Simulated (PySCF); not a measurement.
CH3Cl2GaO, SMILES C[O][Ga]([Cl])[Cl]. Atoms are numbered in the order given.

```xyz
8

Ga    -0.0713     0.1251     0.0000
Cl    -0.5369     2.2091     0.0000
Cl     1.9633    -0.5764     0.0000
O     -1.4152    -1.0470     0.0000
C     -1.2042    -2.4527     0.0000
H     -1.6804    -2.9008    -0.8995
H     -1.6804    -2.9008     0.8995
H     -0.1290    -2.7406     0.0000
```

Coordinates come from a PBE-D3(BJ)/def2-SVP optimisation. The structure was generated by enumeration; whether it is a known compound was not checked. Other conformers were not sampled.

Calculation: PBE-D3(BJ)/def2-SVP (PySCF 2.14.0).

Frequencies are harmonic and unscaled.

```tsv
mode	ν (cm⁻¹)	IR (km/mol)	Raman (Å⁴/amu)	depolarisation	moving atoms (share of kinetic energy)
1	74	1.4	0.0	–	H 70 %, O 18 %
2	91	0.0	0.3	0.75	H 42 %, Ga 18 %, C 18 %, Cl 14 %
3	101	3.1	2.5	0.73	C 35 %, Cl 33 %, H 16 %, Ga 13 %
4	118	6.7	2.2	0.72	Cl 73 %, Ga 19 %
5	149	18.8	0.1	0.75	Ga 39 %, O 37 %, Cl 15 %, H 8 %
6	269	11.4	3.0	0.27	O 37 %, C 29 %, H 16 %, Cl 10 %
7	379	11.2	15.5	0.10	Cl 81 %, Ga 11 %
8	455	81.0	3.0	0.69	Cl 55 %, Ga 44 %
9	621	52.9	14.1	0.21	O 55 %, Ga 25 %, C 13 %
10	1076	194.4	12.4	0.40	O 47 %, C 42 %, H 10 %
11	1129	0.2	0.6	0.75	H 78 %, C 18 %
12	1156	10.4	2.9	0.14	H 66 %, C 20 %, O 14 %
13	1416	20.3	10.9	0.64	H 89 %, C 10 %
14	1417	1.2	20.3	0.75	H 96 %
15	1422	3.4	24.8	0.72	H 97 %
16	2927	80.1	193.2	0.03	H 98 %
17	3014	21.8	80.4	0.48	H 90 %, C 10 %
18	3019	25.4	152.1	0.75	H 90 %, C 10 %
```
